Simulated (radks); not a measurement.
Values are calculated unless marked as measured or tabulated.
Question: These are the eigenvalues of the occupied orbitals of an atom or ion with whole-number occupations (eV). Level of theory: Dirac Kohn-Sham, B86b exchange with PBE correlation, spin-unpolarised, spherical densities, finite nucleus; Fermi nuclear charge, rms radius of each element as measured or else 0.836 A^(1/3) + 0.57 fm (a radial shooting solver on a logarithmic mesh with Libxc functionals).

orbital  eigenvalue
1s1/2     -76036.32
2s1/2     -13330.82
2p1/2     -12775.26
2p3/2     -11147.51
3s1/2     -3153.679
3p1/2     -2903.978
3p3/2     -2547.558
3d3/2     -2129.391
3d5/2     -2052.368
4s1/2     -709.5854
4p1/2     -604.0603
4p3/2     -519.7759
4d3/2     -346.5103
4d5/2     -330.8621
5s1/2     -143.9601
5p1/2     -110.5390
4f5/2     -110.5165
4f7/2     -107.3914
5p3/2      -96.5956
5d3/2      -51.1019
5d5/2      -49.5233

Which element is it, and in what charge state? The configuration may be excited. Open shells, if any, fill j = l - 1/2 first.

Answer: Z = 77, iridium, charge +4: Ir4+ in [Xe] 4f14 5d5. The list shows which subshells hold electrons but not how many an open one holds; the 1s level, -2794.3 hartree, gives Z - s = 74.8 by -(Z - s)^2/2, which with screening and relativity narrows Z to a few neighbours, and the depths of the outer levels then fix element, charge and occupations together.
